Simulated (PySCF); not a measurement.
MoO2Cl, SMILES [Cl][Mo](=[O])=[O] (connectivity only; charge and spin as stated), neutral, multiplicity 2.

Geometry: PBE-D3(BJ)/def2-SVP. A frequency run showed that this geometry is not a minimum. The spin state was assumed, not searched. The isomer is the one that the SMILES or the coordinates give; other isomers of the formula were not compared. The def2 effective core potentials stand for the cores of Mo; spin–orbit coupling is left out.

Calculation: PBE-D3(BJ)/def2-SVP (PySCF 2.14.0).

Frequencies are harmonic and unscaled.

```csv
mode,ν (cm⁻¹),IR (km/mol),moving atoms (share of kinetic energy)
1,101i,20.6,"O 55 %, Mo 37 %, Cl 8 %"
2,145,4.2,"O 57 %, Cl 25 %, Mo 18 %"
3,293,3.0,"O 71 %, Cl 28 %"
4,429,30.8,"Cl 50 %, Mo 30 %, O 20 %"
5,974,165.9,"O 80 %, Mo 20 %"
6,1003,74.2,"O 89 %, Mo 11 %"
```
